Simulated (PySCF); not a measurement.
## The 8-electron isoelectronic series, spin-free X2C

All values are computed (PySCF 2.14, energy differences of UHF-based or UKS calculations, no spin-orbit coupling). Each ion has its own even-tempered basis scaled to its charge (19s12p6d5f4g for the first); frozen: nothing. Ionisation energies in eV, correlation energies of the ion in mhartree.

```
  ion      configuration     UHF     LDA     PBE    PBE0  r2SCAN  MP2 (all electrons)  E_corr MP2  NIST (with spin-orbit, Breit and QED)
Tc³⁵⁺  [He] 2s2 2p4 (3P)  4888.5  4885.7  4891.1  4891.0  4892.3               4890.2      -285.3                          4874 ± 10 (s)
Ru³⁶⁺  [He] 2s2 2p4 (3P)  5155.0  5152.1  5157.6  5157.5  5158.9               5156.7      -286.2                          5136 ± 11 (s)
Rh³⁷⁺  [He] 2s2 2p4 (3P)  5428.8  5425.7  5431.5  5431.3  5432.8               5430.5      -287.4                          5406 ± 11 (s)
Pd³⁸⁺  [He] 2s2 2p4 (3P)  5710.0  5706.7  5712.7  5712.5  5714.0               5711.7      -288.3                          5683 ± 11 (s)
Ag³⁹⁺  [He] 2s2 2p4 (3P)  5998.5  5995.1  6001.2  6001.0  6002.6               6000.2      -289.6                          5966 ± 12 (s)
Cd⁴⁰⁺  [He] 2s2 2p4 (3P)  6294.5  6290.8  6297.1  6297.0  6298.6               6296.1      -290.7                          6257 ± 12 (s)
In⁴¹⁺  [He] 2s2 2p4 (3P)  6597.8  6594.0  6600.5  6600.3  6602.0               6599.5      -291.7                          6554 ± 13 (s)
Sn⁴²⁺  [He] 2s2 2p4 (3P)  6908.6  6904.6  6911.4  6911.2  6912.9               6910.3      -293.1                          6859 ± 13 (s)
Sb⁴³⁺  [He] 2s2 2p4 (3P)  7227.0  7222.8  7229.7  7229.5  7231.3               7228.6      -294.1                           7167 ± 4 (t)
Te⁴⁴⁺  [He] 2s2 2p4 (3P)  7552.8  7548.4  7555.5  7555.3  7557.2               7554.5      -295.9                           7485 ± 4 (t)
```

Each ion has its own basis, which adds noise of up to about 0.1 % along the series.

NIST values marked (s) are semi-empirical, (t) theoretical. Open shells are high-spin determinants of the terms that Hund's rules give; for the heavier ions, far from LS coupling, these are not the ground levels.

Spin-orbit coupling of the open shells is absent from the calculated values and included in NIST's; it grows fast with Z.

At high Z the X2C-1e correlation energies are inflated by the missing two-electron picture change in the 1s pairs.
